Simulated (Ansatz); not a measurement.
`O[SiH2]C[SiH2]S` and `FC[SiH2]S` differ in one atom or group.

Ansatz, PBE0-D4/def2-TZVP geometries, multiplicity 1. Each molecule was computed in one conformer, which needn't be the lowest.

```csv
property,`O[SiH2]C[SiH2]S`
HOMO energy (B3LYP/def2-TZVPP) / eV,-7.12
HOMO–LUMO gap (PBE/def2-TZVPP) / eV,5.10
LUMO energy (PBE/def2-TZVPP) / eV,-1.05
size of the dipole moment (PBE/def2-TZVPP) / D,2.37
size of the dipole moment (B3LYP/def2-TZVPP) / D,2.36
HOMO energy (ωB97M-V/def2-TZVPP) / eV,-9.56
```

**Question.** What does the change do to each property? (Best estimate.)

**Answer.** Computed: 
```
                                        property  `FC[SiH2]S`  shift
             HOMO energy (B3LYP/def2-TZVPP) / eV        -7.29  -0.17
             HOMO–LUMO gap (PBE/def2-TZVPP) / eV         5.54   0.44
               LUMO energy (PBE/def2-TZVPP) / eV        -0.75   0.30
  size of the dipole moment (PBE/def2-TZVPP) / D         1.28  -1.09
size of the dipole moment (B3LYP/def2-TZVPP) / D         1.40  -0.96
           HOMO energy (ωB97M-V/def2-TZVPP) / eV        -9.73  -0.17
```

With PBE0 the HOMO falls by 0.16 eV and the LUMO rises by 0.35 eV, so the gap widens by about 0.51 eV. PBE moves the HOMO by -0.13 eV and ωB97M-V by -0.17 eV. Dipoles are sizes alone; their direction can turn.

B3LYP here is the variant with VWN-RPA as its local correlation; programs differ in this.
